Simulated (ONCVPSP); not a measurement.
## Which change was made? (Ru, ONCV)

ONCVPSP 4.0.1 input, shortened (lines: element, Z, core and valence counts, functional; n l f; lmax; l rc ep ncon nbas qcut; lloc lpopt rc5 dvloc0; l nproj debl; icmod fcfact rcfact), PBE, scalar-relativistic:

```
  Ru 44.00    7    3        4      upf
    1    0    2.00
    2    0    2.00
    2    1    6.00
    3    0    2.00
    3    1    6.00
    3    2   10.00
    4    0    2.00
    4    1    6.00
    4    2    7.50
    5    0    0.50
    2
    0    2.30    0.00    4    8    2.50
    1    1.25    0.00    3    6    6.30
    2    1.85    0.00    4    8    9.40
    4    5    1.15    0.00
    0    2    2.00
    1    2    1.70
    2    2    0.70
    3    3.50    1.25
```

Cutoffs, loose and tight: the cutoffs (Ha) at which the residual kinetic energy of the hardest occupied pseudo-wave falls to 1 and 0.1 mHa per electron. They do not see the model core or the augmentation charge, which bear on the density cutoff. Test errors are all-electron minus pseudo excitation energies from the reference, over the configurations 4p6 4d7 5s1; 4p6 4d7 5s0; 4p6 4d6 5s0; 4p6 4d6 5s1 5p1; variants that change the core or the reference have their own tests.

The base gives: outcome: generated; cutoff, loose: 38 Ha; cutoff, tight: 83 Ha; bound ghosts: s; GHOST(+) flags above zero: none; largest test error (meV): -22.

Problem. After one change the result is: outcome: generated; cutoff, loose: 38 Ha; cutoff, tight: 83 Ha; bound ghosts: s; GHOST(+) flags above zero: none; largest test error (meV): +31. Which change was it?
A. all radii but the core radius scaled by about 1.31 (s 3.02, p 1.64, d 2.42 bohr); local potential polynomial inside 1.50 bohr (lpopt 5, dvloc0 0 Ha)
B. p: nproj 1
C. core [Ar] 3d10, valence charge 16; reference 4s2 4p6 4d7; waves now 4s: rc 1.40 bohr, ncon 3, nbas 8, qcut 8.2 1/bohr, 2 projectors, debl 1.3 Ha; 4p: rc 1.45 bohr, ncon 4, nbas 7, qcut 8.2 1/bohr, 2 projectors, debl 3 Ha; 4d: rc 1.30 bohr, ncon 4, nbas 9, qcut 6.9 1/bohr, 2 projectors, debl 1.1 Ha; local potential polynomial inside 0.95 bohr (lpopt 5, dvloc0 3 Ha)

Solution. B. The others give: all radii but the core radius scaled by about 1.31 (s 3.02, p 1.64, d 2.42 bohr); local potential polynomial inside 1.50 bohr (lpopt 5, dvloc0 0 Ha) → outcome: generated; cutoff, loose: 22 Ha; cutoff, tight: 27 Ha; bound ghosts: s; GHOST(+) flags above zero: none; largest test error (meV): +4.9 | core [Ar] 3d10, valence charge 16; reference 4s2 4p6 4d7; waves now 4s: rc 1.40 bohr, ncon 3, nbas 8, qcut 8.2 1/bohr, 2 projectors, debl 1.3 Ha; 4p: rc 1.45 bohr, ncon 4, nbas 7, qcut 8.2 1/bohr, 2 projectors, debl 3 Ha; 4d: rc 1.30 bohr, ncon 4, nbas 9, qcut 6.9 1/bohr, 2 projectors, debl 1.1 Ha; local potential polynomial inside 0.95 bohr (lpopt 5, dvloc0 3 Ha) → outcome: generated, projector energies reset by the program; cutoff, loose: 25 Ha; cutoff, tight: 107 Ha; bound ghosts: none; GHOST(+) flags above zero: s; largest test error (meV): +1.1.
